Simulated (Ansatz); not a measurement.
Molecule: CHNO, net charge 1, doublet state. 
Structure (B3LYP-D3(BJ)/def2-TZVP (Ansatz, a first-principles code) minimum search):
```
C
O 1 1.1373
N 1 1.2605 2 171.27
H 3 1.0321 1 124.06 2 180.00
```
Charge +1, spin multiplicity 2.

Basis-set convergence of Hartree-Fock and MP2 correlation energies (hartree) with Ansatz. Correlated levels leave the core frozen unless marked. UHF or UKS for open shells. Spin-orbit coupling is left out. No relativistic terms.

The UHF reference is spin-contaminated (<S^2> 0.13 over the pure value in the largest basis). 

```tsv
basis	functions	E(HF)	E(corr, MP2)
cc-pVDZ	47	-167.40823	-0.41268
cc-pVTZ	104	-167.45518	-0.51198
cc-pVQZ	195	-167.46714	-0.54870
```

Extrapolating the two largest sets (X = 3 and 4) as X^-3: E(corr) = (64·(-0.54870) - 27·(-0.51198))/37 = -0.5755 Eh, an estimate of the basis-set limit. The largest set recovers 95.3 % of it, the smallest 71.7 %.
